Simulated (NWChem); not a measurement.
PbCl₂, singlet; SMILES [Pb]([Cl])[Cl]

```xyz
3

Pb     0.0000     0.0000     0.4697
Cl    -1.9063     0.0000    -1.1214
Cl     1.9063     0.0000    -1.1214
```
Atoms are numbered in this order, from 1.

Level: PBE0/def2-SVP with def2 effective core potentials on Pb (NWChem), optimised geometry, unscaled harmonic frequencies. Low-valent species are run as closed-shell singlets; no triplet was tried in these runs. def2 effective core potentials on Pb; no spin-orbit coupling.

```
frequency (cm⁻¹)  IR intensity (km/mol)
----------------  ---------------------
99                                  2.9
322                                73.0
333                                35.2
```

```json
{
 "zero_point_energy": "1.1 kcal/mol",
 "thermal correction to the enthalpy at 298.15 K (with zero-point energy)": "4.4 kcal/mol",
 "heat capacity Cv": "11.1 cal/(mol K)",
 "entropy at 298.15 K and 1 atm (symmetry number 2)": "75.2 cal/(mol K)"
}
```

Rigid rotor and harmonic oscillator; modes under 100 cm⁻¹ make the entropy uncertain.
